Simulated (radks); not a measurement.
Results of a calculation; reference values are marked as such.
Removal energies from the technetium ion Tc10+, [Ar] 3d10 4s2 4p3, by Delta-SCF beside the eigenvalue of the level emptied. Code: a radial shooting solver on a logarithmic mesh with Libxc functionals. Model: scalar-relativistic Kohn-Sham, PBE, spin-polarised, spherical densities, finite nucleus; Fermi nuclear charge, rms radius of each element as measured or else 0.836 A^(1/3) + 0.57 fm. Open shells are filled with parallel spins first.

removed from        final configuration  Delta-SCF (eV)  -eigenvalue (eV)
4p                    [Ar] 3d10 4s2 4p2          217.57            207.03
4s                    [Ar] 3d10 4s1 4p3          243.40            232.83
3d                     [Ar] 3d9 4s2 4p3          456.18            432.39
3p            [Ne] 3s2 3p5 3d10 4s2 4p3          620.76            598.15
